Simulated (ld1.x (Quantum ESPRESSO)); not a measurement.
**What one change does to a pseudopotential (iron (Fe), TM)**

| Item | Value |
| --- | --- |
| Element | Fe (Z = 26) |
| Generator | ld1.x (Quantum ESPRESSO) 7.5 |
| Type | norm-conserving Troullier–Martins (Kleinman–Bylander form) |
| Functional | PBEsol |
| Relativity | scalar-relativistic |
| Frozen core | [Ne] 3s2 |
| Valence charge | 14 |
| Reference configuration | 3p6 3d6 4s2 4p0 |
| Partial waves | 3p (bound): rc 1.30 bohr; 3d (bound): rc 1.00 bohr; 4s (bound): rc 2.25 bohr |
| Local potential | the s channel |
| Core correction | none |

All-electron outer shells of the reference configuration (PBEsol, scalar-relativistic, ld1.x):

```tsv
shell	level (eV)	outermost node (bohr)	outermost maximum (bohr)
2p	-697.99	–	0.18
3s	-93.77	0.33	0.70
3p	-59.92	0.30	0.72
3d	-7.53	–	0.71
4s	-5.31	1.00	2.41
4p	-1.30	1.10	3.29
```

Change: local potential the d channel.

Cutoffs: the cutoffs (Ry, on a coarse ladder) from which the occupation-weighted sum of valence levels, in a spherical-Bessel basis at the reference potential, stays within 10 and 1 mRy of its value at 400 Ry; they do not see the model core or the augmentation charge, which bear on the density cutoff. Errors are all-electron minus pseudo energies relative to the spin-unpolarised reference configuration.

**Question.** How do hardness, ghosts and transferability respond?

**Answer.** The potential gets softer (200 Ry and 300 Ry → 200 Ry and 230 Ry); a bound ghost appears in s, which as a rule spoils a file; the number of tests that count goes from 6 to 7; of the 6 tests that both files solve, the error grows in 0 and shrinks in 5 by more than 15 % and 0.3 meV (median size 423.4 → 33.0 meV); the range in which the s phases agree narrows (upper end 3.0 → 0.8); the range in which the p phases agree widens (upper end -1.1 → at the end of the scan). In the separable form a ghost depends on how the local part lies against the semilocal potential of the channel, so the choice of the local part can create or remove one.

```csv
quantity,base,changed
"cutoff, loose",200 Ry,200 Ry
"cutoff, tight",300 Ry,230 Ry
loose cutoff by channel (10 mRy a level),"p 60 Ry, d 180 Ry, s 8 Ry","s 8 Ry, p 55 Ry, d 180 Ry"
bound ghosts,none,s
"tests counted (converged, no solver errors)",6 of 7,7 of 7
"error for 3p6 3d6 4s0 4p0, meV [ΔE 24.86 eV]",-43,-37
"error for 3p6 3d5 4s0 4p0, meV [ΔE 59.05 eV]",-213,+91
"error for 3p6 3d6 4s0 4p2, meV [ΔE 8.49 eV]",-1534,-23
"error for 3p6 3d7 4s1 4p0, meV [ΔE -0.80 eV]",-196,-45
"error for 3p6 3d6 4s1 4p1, meV [ΔE 4.13 eV]",-634,-4.5
"error for 3p6 3d6 4s0 4p1, meV [ΔE 13.82 eV]",-1146,-29
s: phases at 2.46 bohr within 0.05 rad from the reference energy up to (Ry; the scan ends near 5),3.0,0.8
p: phases at 2.46 bohr within 0.05 rad from the reference energy up to (Ry; the scan ends near 5),-1.1,to the end of the scan
d: phases at 2.46 bohr within 0.05 rad from the reference energy up to (Ry; the scan ends near 5),0.5,to the end of the scan
```

Base: Tests not counted: 3p6 3d6 4s1 4p0 (pseudo-atom not self-consistent, printed error -51 meV). These tests converged, but a pseudo level misses the all-electron one widely, so the file describes the atom poorly there or has found another state: 3p6 3d5 4s0 4p0: empty 4p by 2.9 eV. ld1.x printed “convergence not achieved” for 2 of the counted tests; their residual had stalled under 1e-8, short of the target of 1e-14. Changed file: ld1.x printed “convergence not achieved” for 2 of the counted tests; their residual had stalled under 1e-8, short of the target of 1e-14. A true bound ghost makes a file unfit for plane-wave use even where its test errors are small: the radial tests pick states by their node count and pass the ghost by.
